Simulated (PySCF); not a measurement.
SMILES C[SiH2]/C=C/[Si](F)(F)F (C3H7F3Si2), GFN2-xTB optimised geometry.

```
15

Si    -2.46    -1.90     4.02
F     -4.03    -2.06     4.13
F     -2.06    -1.20     5.39
F     -1.90    -3.38     4.17
C     -1.86    -1.03     2.49
C     -1.06    -1.57     1.57
Si    -0.48    -0.69     0.00
C     -1.14    -1.66    -1.49
H     -2.19    -0.01     2.35
H     -0.73    -2.59     1.71
H      0.99    -0.69     0.00
H     -0.99     0.69     0.00
H     -0.79    -2.69    -1.48
H     -0.82    -1.21    -2.42
H     -2.23    -1.69    -1.49
```

Density from CAM-B3LYP/def2-TZVP (PySCF) at that geometry.

Minimum of the electron density along straight lines between bonded atoms, close to the bond critical point (lines longer than 1.1 times the sum of covalent radii, or with two minima, are not listed):

```json
[
 {"bond": "Si1–F2", "length / Å": "1.590", "ρ at the minimum / e bohr⁻³": "0.144", "∇²ρ there / e bohr⁻⁵": "1.00", "position (fraction from the first atom)": "0.42"},
 {"bond": "Si1–F3", "length / Å": "1.590", "ρ at the minimum / e bohr⁻³": "0.144", "∇²ρ there / e bohr⁻⁵": "1.00", "position (fraction from the first atom)": "0.42"},
 {"bond": "Si1–F4", "length / Å": "1.588", "ρ at the minimum / e bohr⁻³": "0.144", "∇²ρ there / e bohr⁻⁵": "1.01", "position (fraction from the first atom)": "0.42"},
 {"bond": "Si1–C5", "length / Å": "1.858", "ρ at the minimum / e bohr⁻³": "0.133", "∇²ρ there / e bohr⁻⁵": "0.14", "position (fraction from the first atom)": "0.39"},
 {"bond": "C5–C6", "length / Å": "1.335", "ρ at the minimum / e bohr⁻³": "(withheld)", "∇²ρ there / e bohr⁻⁵": "-1.06", "position (fraction from the first atom)": "0.50"},
 {"bond": "C6–Si7", "length / Å": "1.890", "ρ at the minimum / e bohr⁻³": "0.118", "∇²ρ there / e bohr⁻⁵": "0.18", "position (fraction from the first atom)": "0.61"},
 {"bond": "Si7–C8", "length / Å": "1.899", "ρ at the minimum / e bohr⁻³": "0.119", "∇²ρ there / e bohr⁻⁵": "0.14", "position (fraction from the first atom)": "0.39"},
 {"bond": "C5–H9", "length / Å": "1.084", "ρ at the minimum / e bohr⁻³": "0.284", "∇²ρ there / e bohr⁻⁵": "-1.00", "position (fraction from the first atom)": "0.65"},
 {"bond": "C6–H10", "length / Å": "1.084", "ρ at the minimum / e bohr⁻³": "0.285", "∇²ρ there / e bohr⁻⁵": "-1.02", "position (fraction from the first atom)": "0.65"},
 {"bond": "Si7–H11", "length / Å": "1.468", "ρ at the minimum / e bohr⁻³": "0.125", "∇²ρ there / e bohr⁻⁵": "0.17", "position (fraction from the first atom)": "0.49"},
 {"bond": "Si7–H12", "length / Å": "1.467", "ρ at the minimum / e bohr⁻³": "0.126", "∇²ρ there / e bohr⁻⁵": "0.17", "position (fraction from the first atom)": "0.49"},
 {"bond": "C8–H13", "length / Å": "1.087", "ρ at the minimum / e bohr⁻³": "0.275", "∇²ρ there / e bohr⁻⁵": "-0.93", "position (fraction from the first atom)": "0.64"},
 {"bond": "C8–H14", "length / Å": "1.086", "ρ at the minimum / e bohr⁻³": "0.276", "∇²ρ there / e bohr⁻⁵": "-0.93", "position (fraction from the first atom)": "0.64"},
 {"bond": "C8–H15", "length / Å": "1.087", "ρ at the minimum / e bohr⁻³": "0.276", "∇²ρ there / e bohr⁻⁵": "-0.93", "position (fraction from the first atom)": "0.64"}
]
```

Problem. Some entries are withheld; supply them.

Solution. 
- C5–C6, ρ at the minimum / e bohr⁻³: 0.349
